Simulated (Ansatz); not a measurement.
## CH7N2Sc: where a starting geometry ends

The starting geometry of this gas-phase singlet was optimised with GFN2-xTB.

```xyz
11

C    -0.9705   -1.9264   -1.3287
N     0.5000   -2.5284    2.1447
N     0.7270    0.6488    0.9072
Sc    0.1001   -1.2619    0.6042
H    -0.5056   -1.5479   -2.2537
H    -2.0198   -1.5947   -1.4006
H    -1.0187   -3.0181   -1.4677
H     0.2911   -3.5226    2.2441
H     0.9760   -2.2891    3.0177
H     1.2008    1.0099    1.7383
H     0.6422    1.4645    0.3001
```

Task: Where would you expect an optimisation with PBE0-D4/def2-SVP to take it?

Result: It keeps its bonds.

The energy falls by 0.17 eV over 9 steps:

| step | E − E(last) (eV) |
| --- | --- |
| 1 | 0.174 |
| 2 | 0.027 |
| 3 | 0.005 |
| 4 | 0.004 |
| 5 | 0.001 |
| 6 | 0.000 |
| 7 | 0.000 |
| 8 | 0.000 |
| 9 | 0.000 |

Final geometry (Å):

```xyz
11

C    -0.8973   -1.8871   -1.2028
N     0.4624   -2.5514    2.0824
N     0.6916    0.6300    0.8411
Sc    0.1314   -1.2468    0.6463
H    -0.4244   -1.4736   -2.1143
H    -1.9504   -1.5441   -1.2232
H    -0.9249   -2.9860   -1.3280
H     0.2020   -3.5367    2.0504
H     0.9142   -2.3939    2.9816
H     1.1632    1.0659    1.6317
H     0.5546    1.3578    0.1403
```

Frequencies at the end are all real (lowest 12 cm⁻¹). Run with Ansatz 0.2.0, 29 s on 2 threads of Arm Neoverse V1 (shared host).
